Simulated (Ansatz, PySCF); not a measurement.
C4H13GeO4, charge +1, singlet, at a GFN2-xTB geometry. Base run: PySCF with B3LYP/STO-3G.

PySCF was given this input:
```python
from pyscf import gto, scf, dft

mol = gto.Mole()
mol.atom = '''
    C    -0.756203   -2.504836   -1.201438
    O    -0.953346   -1.089977   -1.034446
    Ge   -0.329092    0.001185    0.095410
    O    -0.955006    1.579692    0.077854
    C    -1.869008    2.204685   -0.843316
    O     0.284054   -0.642925    1.542560
    C     0.653257   -0.002602    2.775962
    O     1.615208    0.522322   -0.887198
    C     2.886301   -0.117889   -0.700728
    H    -0.717662   -3.025229   -0.245822
    H    -1.618591   -2.847147   -1.773228
    H     0.157738   -2.689507   -1.764019
    H    -2.130869    3.153529   -0.375421
    H    -2.765257    1.603486   -0.985443
    H    -1.391080    2.382536   -1.805200
    H     1.622017    0.485239    2.678034
    H    -0.094508    0.722121    3.093520
    H     0.716613   -0.810062    3.505274
    H     1.749950    1.429698   -1.192064
    H     3.519512    0.464696   -0.031191
    H     2.696338   -1.095087   -0.261441
    H     3.373382   -0.241246   -1.669162
'''
mol.basis = 'sto-3g'
mol.charge = 1
mol.spin = 0
mol.verbose = 3
mol.build()

mf = dft.RKS(mol)
mf.xc = 'b3lyp'
mf.kernel()
```

The same geometry, method and basis name were run in Ansatz (a program for electronic structure) and PySCF, at each program's defaults and at the settings that a row names. The base is PySCF at its defaults. Differences at the defaults can come from grids, fitting, cores and function types together.

```tsv
code and settings	ΔE vs base (mEh)	basis functions	E (Eh)	SCF cycles
PySCF, defaults (exact integrals, its default grid, spherical functions)	0.000	71	-2507.96454	10
Ansatz, defaults (factorised integrals, its default grid, spherical functions)	0.009	71	-2507.96454	-
PySCF, density fitting with def2-universal-jkfit	-4.118	71	-2507.96866	10
PySCF, fine grid	0.003	71	-2507.96454	10
Ansatz, high accuracy	0.003	71	-2507.96454	-
```
